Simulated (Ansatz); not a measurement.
A made-up structure of CH4BrSi (charge +1), closed shell:

```
7
angstrom
Si -0.6997 0.5383 -0.1971
C 0.7692 -0.6366 0.1273
Br 1.6872 -0.7591 1.6299
H -1.7543 -0.4353 -0.5738
H -0.1883 1.2955 -1.3667
H 2.5036 -0.2836 2.8079
H 1.1244 -1.3202 -0.6486
```

It is relaxed with PBE-D4/def2-SVP and then PBE0-D4/def2-TZVP (Ansatz 0.2.0). Atoms count as bonded within 1.22 times the sum of their covalent radii (H–H: 0.88 Å). The end point is not checked to be a true minimum.

(1) Does its bonding change? (A judgement: the text doesn't fix the answer.)

## Answers

(1) The calculation gives: No: no bond forms or breaks.

Where it ends: The first stage lowers the energy by 4.06 eV in 16 steps. It ends as CH₄BrSi ([SiH2][CH][BrH]), total charge +1:
```xyz
7
angstrom
Si -0.4098 0.2394 -0.5114
C 0.5825 -0.8693 0.3476
Br 1.3976 -0.3410 1.9684
H -1.1200 -0.2346 -1.7084
H -0.5350 1.6266 -0.0377
H 2.7722 -0.1020 1.5635
H 0.7547 -1.9200 0.1568
```

Labels in which every atom is bracketed show which atoms are joined, not bond orders.

For scale, one of the runs: PBE0-D4/def2-TZVP relaxation, 140 basis functions, launched by `ansatz run in.yaml --threads 2 --pin off --events-out ev --progress --plain --max-ram 4352MiB`. Hardware: 2 CPU threads of an Arm Neoverse V2, shared host. Wall time about 24 s.
